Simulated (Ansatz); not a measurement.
`C[NH][GeH]([F])[Cl]` + `[NH2][In]([Cl])[Cl]` → `[NH2][GeH]([F])[Cl]` + `C[NH][In]([Cl])[Cl]`  (redistribution)

Gas-phase electronic energies from Ansatz, PBE0-D4/def2-TZVP geometries. CBS: MP2 limit from def2 TZ/QZ plus the TZ coupled-cluster correction, frozen cores. Functionals use def2-TZVPP. HSE06 is defined as in plane-wave codes. def2 core potentials past Kr. For Ge, In outer-core shells are correlated without core-valence functions, which leaves a few kJ/mol of doubt a bond. Scalar relativity is left out up to krypton. One conformer a species, not always the lowest.

`C[NH][GeH]([F])[Cl]`:

Cartesian coordinates in Å:
```
C 1.394 -0.140 -0.386
N 0.171 0.644 -0.349
Ge -1.226 0.082 0.640
F -2.468 1.251 0.383
Cl -2.074 -1.783 -0.019
H 1.322 -1.050 -0.993
H 1.673 -0.436 0.628
H 2.213 0.470 -0.776
H -0.100 0.998 -1.257
H -0.904 -0.036 2.128
```

`[NH2][In]([Cl])[Cl]`:

Cartesian coordinates in Å:
```
N 0.964 0.807 0.018
In -0.570 -0.470 0.130
Cl -0.230 -2.738 0.391
Cl -2.752 0.278 0.234
H 0.764 1.695 -0.420
H 1.823 0.428 -0.354
```

`[NH2][GeH]([F])[Cl]`:

Z-matrix (Å, degrees):
```
Ge
F 1 1.738
Cl 1 2.129 2 105.2
N 1 1.803 2 112.3 3 116.1
H 1 1.525 2 106.3 3 -119.2
H 4 1.010 1 115.0 2 -70.6
H 4 1.010 1 115.6 2 59.4
```

`C[NH][In]([Cl])[Cl]`:

Z-matrix (Å, degrees):
```
C
N 1 1.449
H 1 1.097 2 113.4
H 1 1.096 2 110.7 3 -121.5
H 1 1.092 2 110.2 3 120.4
In 2 1.987 1 124.9 3 -96.4
H 2 1.008 1 113.8 3 59.1
Cl 6 2.307 2 122.3 1 170.0
Cl 6 2.311 2 119.3 1 -15.6
```

```tsv
level	ΔE (eV)
PBE0-D4	0.03
BHLYP-D4	0.02
ωB97X-V	0.02
HSE06	0.03
```

**Question.** What does CCSD(T)/CBS give? (Estimate.)

**Answer.** The calculation gave: +0.01 eV. The listed levels differ from it by 0.02, 0.01, 0.01, 0.02 eV.

Largest T1 diagnostic among the species: 0.013.

Leaving LDA and LC-ωPBE aside and taking each functional with its dispersion term where it has one, the values, not all of them listed here, spread over 0.03 eV, from CAM-B3LYP-D4 to revPBE-D4.
